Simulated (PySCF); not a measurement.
**Mg(5+): ionisation energy**

Mg(5+) [He] 2s2 2p3 [2p1/2^2 2p3/2^1, M_J = 3/2] → Mg(6+) [He] 2s2 2p2 [2p1/2^2, M_J = 0], as a difference of total energies. All numbers are calculated (PySCF 2.14, the two-component X2C-1e Hamiltonian, in an uncontracted even-tempered set (18 s from 0.45 bohr⁻², ratio 2.4; 11 p from 0.58 bohr⁻², ratio 2.4; 5 d from 3.6 bohr⁻², ratio 2.6; 5 f from 5.3 bohr⁻², ratio 2.6)). Correlated levels: nothing frozen; the 28 highest virtual spinors dropped. "Screened" scales the spin-orbit matrix elements by Boettger's factors to mimic the two-electron term; Breit and QED terms are absent.

| method | ionisation energy (eV) |
| --- | --- |
| GHF (spin-free) | 186.79 |
| GMP2 (spin-free) | 187.29 |
| GHF (screened spin-orbit) | 186.65 |
| GMP2 (screened spin-orbit) | 187.15 |

**Question.** How much does correlation contribute at GMP2 (screened spin-orbit)?

**Answer.** 187.15 − (186.65) = 0.50 eV, measured against GHF (screened spin-orbit).

The labels give the starting determinants; with spin-orbit coupling the two ends relaxed to ⟨J²⟩ = 3.75, ⟨L²⟩ = 0.00, ⟨S²⟩ = 3.75 and ⟨J²⟩ = 1.91, ⟨L²⟩ = 2.00, ⟨S²⟩ = 2.00.

The determinant of Mg(6+) mixes levels of different J (the jj label is only the starting occupation), so the difference between spin-free and spin-orbit rows is not the physical spin-orbit shift.

For comparison: 186.76 ± 0.06 eV (semi-empirical (NIST evaluation); NIST Atomic Spectra Database, ionization energies).
